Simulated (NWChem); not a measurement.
Species: CH5ClOSi; SMILES C[Si@H](O)Cl

```xyz
9

C     -1.4353    -1.2645     0.2402
Si     0.1009    -0.4198    -0.3854
O      1.4932    -1.0315     0.2711
Cl    -0.0693     1.5999     0.0844
H     -1.5664    -1.1042     1.3216
H     -1.3803    -2.3485     0.0527
H     -2.3272    -0.8687    -0.2696
H      0.2694    -0.5418    -1.8524
H      1.6238    -0.9316     1.2187
```
Atoms are numbered in this order, from 1.

Results from NWChem. Coordinates come from a PBE0/def2-SVP optimisation. GIAO values for the isolated, static molecule; σ is the absolute isotropic shielding, δ = σ(reference) − σ with the isolated reference molecule computed at the same levels (13C: tetramethylsilane, 1H: tetramethylsilane, 17O: water, 29Si: tetramethylsilane).

Question: Among these, which level gives the lowest value of “δ Si2 (ppm)”?
A. PBE0/pcSseg-1
B. BHandHLYP/pcSseg-1
C. PBE/pcSseg-1

Answer: B, BHandHLYP/pcSseg-1. Values: BHandHLYP/pcSseg-1 5.6; PBE0/pcSseg-1 10.8; PBE/pcSseg-1 11.3
